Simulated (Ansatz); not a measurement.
`[OH][AlH][NH][SiH3]` + `[NH2][Ti]([OH])([OH])[F]` → `[F][AlH][NH][SiH3]` + `[NH2][Ti]([OH])([OH])[OH]`  (redistribution)

Gas-phase electronic energies from Ansatz, PBE0-D4/def2-TZVP geometries. CBS: MP2 limit from def2 TZ/QZ plus the TZ coupled-cluster correction, frozen cores. Functionals use def2-TZVPP. For Ti outer-core shells are correlated without core-valence functions, which leaves a few kJ/mol of doubt a bond. Scalar relativity is left out up to krypton. One conformer a species, not always the lowest.

**Question.** Is it downhill or uphill in electronic energy at CCSD(T)/CBS, and by how much? (An estimate is asked.)

**Answer.** The calculation gave: Downhill: ΔE = -1.8 kcal/mol.

**Question.** What do these levels give: r2SCANh-D4, r2SCAN0-D4, PBE-QIDH, BLYP, BHLYP, CCSD(T)/def2-SVP, MP2/def2-TZVPP, CCSD/def2-TZVPP, CCSD(T)/def2-TZVPP, HF/CBS(def2), MP2/CBS(def2), CCSD/CBS(def2)? (Best estimate.)

**Answer.** The calculation gave: r2SCANh-D4 0.5, r2SCAN0-D4 0.3, PBE-QIDH -0.4, BLYP 0.2, BHLYP 0.0, CCSD(T)/def2-SVP -0.2, MP2/def2-TZVPP -1.4, CCSD/def2-TZVPP -0.8, CCSD(T)/def2-TZVPP -1.1, HF/CBS(def2) 0.2, MP2/CBS(def2) -2.1, CCSD/CBS(def2) -1.5 kcal/mol.

Largest T1 diagnostic among the species: 0.024, so the coupled-cluster value is less sure than usual.

At CCSD(T), def2-SVP lies +1.6 kcal/mol from the extrapolated value and def2-TZVPP +0.7 kcal/mol. In def2-TZVPP, CCSD(T) changes the Hartree–Fock value by −1.4 kcal/mol (the triples alone add −0.2 kcal/mol) and MP2 by −1.7 kcal/mol. Leaving LDA and LC-ωPBE aside and taking each functional with its dispersion term where it has one, the values, not all of them listed here, spread over 1.1 kcal/mol, from B2PLYP to r2SCAN-D4.
